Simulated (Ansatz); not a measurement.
In9N9H24⁺, a nanocrystal cut from wurtzite InN (hydrogen-capped). The state is a doublet with charge 1. Geometry PBE-D4/def2-SVP, that of the neutral singlet; atoms count from 1.

```xyz
42

In    1.372   -3.884   -1.567
N     0.838   -2.443   -3.246
N     0.891   -2.484    0.092
In    2.290   -0.802    0.159
In    0.105   -0.389   -2.818
N     1.607    0.492   -1.499
N     1.754    0.345    1.943
In    3.173    2.020    2.297
In    0.987    2.506   -0.923
N     2.563    3.227    0.467
In   -1.256   -2.073    0.203
N    -1.586   -0.653   -1.461
N    -1.531   -0.832    1.984
In   -0.324    0.981    2.201
In   -2.374    1.300   -0.882
N    -0.748    2.097    0.340
In   -3.682   -0.436    2.383
N    -4.019    0.866    0.547
H     3.104   -4.050   -1.693
H     0.133   -5.109   -1.660
H     1.665   -2.355   -3.857
H     0.135   -2.904   -3.843
H     1.097   -3.028    0.949
H     3.976   -1.206   -0.011
H    -0.218    0.461   -4.307
H     2.441    0.628   -2.096
H     1.927   -0.304    2.732
H     4.792    1.486    1.926
H     2.604    2.978    3.640
H     0.754    3.649   -2.221
H     3.413    3.399   -0.091
H     2.284    4.166    0.791
H    -2.306   -3.456    0.067
H    -2.329   -1.082   -2.038
H    -1.236   -1.437    2.771
H    -0.656    1.955    3.608
H    -2.948    2.322   -2.175
H    -1.078    3.027    0.652
H    -4.602   -1.880    2.046
H    -3.822    0.679    3.717
H    -4.795    0.451    0.008
H    -4.395    1.771    0.870
```

In the def2 sets In takes a core potential; there is no spin–orbit coupling. Single mean-field runs in def2-TZVP are fitted with def2-universal-jkfit.

Problem. Estimate the Mulliken populations of the heavy atoms from the PBE0/def2-TZVP orbitals of Ansatz.

Solution. 
```
atom  charge (e)  spin (α − β)
 In1        0.54         -0.01
  N2       -0.86          0.00
  N3       -0.95          0.19
 In4        0.83         -0.02
 In5        0.84          0.00
  N6       -1.03          0.01
  N7       -0.93          0.27
 In8        0.54          0.00
 In9        0.84          0.00
 N10       -0.86          0.01
In11        0.83         -0.02
 N12       -1.03          0.01
 N13       -0.92          0.27
In14        0.81         -0.03
In15        0.84          0.00
 N16       -1.03          0.01
In17        0.54          0.00
 N18       -0.86          0.01
```
Mulliken values depend strongly on the basis.

Problem. Where does the spin sit?

Solution. Summed by element: In -0.08, N 0.80, H 0.28, of 1 unpaired in all. Largest on single atoms: N13 0.27, N7 0.27, N3 0.19.

Problem. And the Mayer bond orders between heavy atoms (over 0.3)?

Solution. In1–N2 0.48 (2.28 Å); In1–N3 0.50 (2.22 Å); N2–In5 0.56 (2.22 Å); N3–In4 0.56 (2.19 Å); N3–In11 0.56 (2.19 Å); In4–N6 0.59 (2.21 Å); In4–N7 0.59 (2.19 Å); In5–N6 0.58 (2.18 Å); In5–N12 0.58 (2.18 Å); N6–In9 0.59 (2.18 Å); N7–In8 0.46 (2.22 Å); N7–In14 0.55 (2.19 Å); In8–N10 0.49 (2.28 Å); In9–N10 0.55 (2.22 Å); In9–N16 0.58 (2.18 Å); In11–N12 0.59 (2.21 Å); In11–N13 0.59 (2.19 Å); N12–In15 0.59 (2.18 Å); N13–In14 0.55 (2.19 Å); N13–In17 0.45 (2.22 Å); In14–N16 0.59 (2.21 Å); In15–N16 0.58 (2.18 Å); In15–N18 0.55 (2.22 Å); In17–N18 0.49 (2.28 Å).
